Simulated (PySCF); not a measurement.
(Cl)3Sn-NH-SiH3.
Cartesian coordinates in Å at the PBE0-D3(BJ)/def2-SVP level; atoms count from 1:
```xyz
10
Cl3H4NSiSn angstrom
Sn     0.9221    0.2653   -1.2832
Cl     2.3953   -1.0884   -2.4637
Cl    -0.6411    1.0718   -2.8014
Cl     2.0122    2.0973   -0.3622
N      0.0823   -0.7850    0.1891
Si    -1.0053   -0.1263    1.3878
H      0.2860   -1.7805    0.1588
H     -0.9577    1.3533    1.2013
H     -0.5576   -0.4852    2.7667
H     -2.4116   -0.5990    1.2114
```

Method: PySCF 2.14.0, PBE0-D3(BJ)/def2-SVP geometry optimisation, gas phase, def2 core potentials past Kr.

**Question.** Which atoms are bound to Sn1, and at what distances?

**Answer.** 4 atoms: N5 1.994 Å, Cl4 2.322 Å, Cl2 2.323 Å, Cl3 2.324 Å. The nearest atom not counted as bound is H7, at 2.58 Å.

**Question.** List the angles at Sn1.

**Answer.** 
```tsv
angle	degrees	distance of the outer atoms (Å)
Cl3–Sn1–N5	112.5	3.59
Cl2–Sn1–Cl4	111.3	3.84
Cl2–Sn1–N5	109.6	3.53
Cl4–Sn1–N5	108.7	3.51
Cl3–Sn1–Cl4	107.5	3.75
Cl2–Sn1–Cl3	107.3	3.74
```

**Question.** What is the shape at Sn1?

**Answer.** Tetrahedral: angles from 107.3° to 112.5°; τ4 = (360° − α − β)/141° = 0.97 with α and β the two widest (0 for a square, 1 for a tetrahedron).

**Question.** What are the other bond lengths?

**Answer.** N5–Si6 1.747 Å; N5–H7 1.017 Å; Si6–H8, Si6–H9, Si6–H10 1.493 Å.

**Question.** Give some angles away from the centre.

**Answer.** Sn1–N5–Si6 124.8°.

**Question.** What are the rotational constants (commonest isotopes, rigid rotor)?

**Answer.** A = 1065, B = 697.0, C = 680.1 MHz: a near-prolate asymmetric top.

Point group: C1 (no symmetry element, even within 0.4 Å). Charge 0, singlet. Whether it is a minimum is left open (no frequencies).
